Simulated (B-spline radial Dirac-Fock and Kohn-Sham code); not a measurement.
## Ionisation of each subshell: Te⁴⁹⁺

System: tellurium as Te⁴⁹⁺ in the configuration [He] 2s1; nuclear rms radius 4.7423 fm (A = 130).

These are calculated numbers from an atomic code on a B-spline grid; the model is multi-electron Dirac-Fock with separately optimised hole states, Breit and Lamb-shift corrections added in first order. No correlation. Energies are counted from the vacuum level. Subshells whose hole state is unreliable or did not converge are left out.

All terms are in eV, carry their sign (relaxation lowers the binding energy) and add up to the binding energy; ⟨r⟩ is the mean radius of the orbital in the initial state.

```
subshell  −ε (Koopmans)  relaxation  Gaunt  retardation    QED  binding energy  ⟨r⟩ (bohr)
      L1         9051.1       -0.02  -5.66         0.63  -5.47          9040.6       0.112
```

For the deepest level, L1 (2s), the Breit terms make up -0.056 % of the binding energy, QED -0.061 % and orbital relaxation 0.000 %.

Going to the tabulated ground configuration of the next ion removes an electron from L1 (2s), computed at 9040.6 eV. NIST lists 9040.83 ± 0.04 eV as the ionisation energy of this species (theoretical), +0.23 eV from the computed value.
